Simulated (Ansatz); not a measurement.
Input file for Ansatz (an electronic-structure program): R-PBE0/def2-TZVPP on CH5AlFN (SMILES [CH3][Al]([NH2])[F]), a point of a torsion scan.

Ansatz 0.2 input:
```yaml
crystal:
  periodic: [false, false, false]
  atoms:
    - {symbol: C, position_ang: [-1.53881521, -0.20460379, 0.08144142]}
    - {symbol: Al, position_ang: [0.26174206, 0.56711586, -0.22861549]}
    - {symbol: N, position_ang: [1.69076167, 0.33574207, 0.80083645]}
    - {symbol: F, position_ang: [0.49443142, 1.53607510, -1.55197025]}
    - {symbol: H, position_ang: [-2.00285701, -0.53104371, -0.85198661]}
    - {symbol: H, position_ang: [-1.49010598, -1.06226854, 0.75260734]}
    - {symbol: H, position_ang: [-2.21780886, 0.52131878, 0.53295374]}
    - {symbol: H, position_ang: [1.75467509, -0.21115489, 1.64647905]}
    - {symbol: H, position_ang: [2.58669365, 0.77310511, 0.62692303]}
basis:
  gaussian:
    orbitals: def2-TZVPP
hamiltonian:
  xc: {name: PBE0}
scf: {lower_state_search: off}
```

Question: Predict the final total energy.

Answer: -438.0384 hartree.
